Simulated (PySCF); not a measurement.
## Low-lying terms of C⁴⁺ (carbon, charge +4)

Ground state 1s2, ¹S. Calculation: PySCF 2.14, in aug-cc-pCVTZ-DK with one added diffuse shell each of s, p, d, f type (8s7p5d3f, 75 functions); the spin-free X2C one-electron Hamiltonian (Gaussian nucleus). Vertical excitation energies in eV without spin-orbit coupling; excited terms of each kind are numbered among those the solver found. Frozen: nothing.

```csv
term,leading excitation,EOM-EE-CCSD
1 3S,1s → s,298.94
1 1S,1s → s,304.38
1 3P°,1s → p,304.54
1 1P°,1s → p,308.02
2 3S,1s → s,352.08
2 1S,1s → s,353.52
2 3P°,1s → p,353.74
1 3D,1s → d,354.38
1 1D,1s → d,354.40
2 1P°,1s → p,354.78
1 3F°,1s → f,370.85
1 1F°,1s → f,370.85
2 3D,1s → d,370.94
2 1D,1s → d,370.96
```

Doubly excited terms such as np² are absent. The solver can miss terms.
